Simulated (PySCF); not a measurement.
Vertical excitations of a molecule C₄H₁₀OSi from TDA-CAM-B3LYP/def2-SVPD (PySCF), as energy in eV (oscillator strength): 3.65 (0.002), 6.27 (0.004), 6.84 (0.010), 7.52 (0.001), 7.57 (0.006), 7.65 (0.120). Lowest triplet (TDA): 2.96 eV. Geometry optimised at PBE0-D3(BJ)/def2-SVP. The geometry has at least one imaginary mode, so it is a saddle point at that level. Other conformers were not sampled.

Problem. Pick the molecule that these values belong to.
(A) C[C@H]1CC[Si@H]1O
(B) CCC(=O)[SiH2]C
(C) C[C@H]1O[SiH2][C@@H]1C
(D) CC1(C)C[SiH2]O1

Solution. B, CCC(=O)[SiH2]C
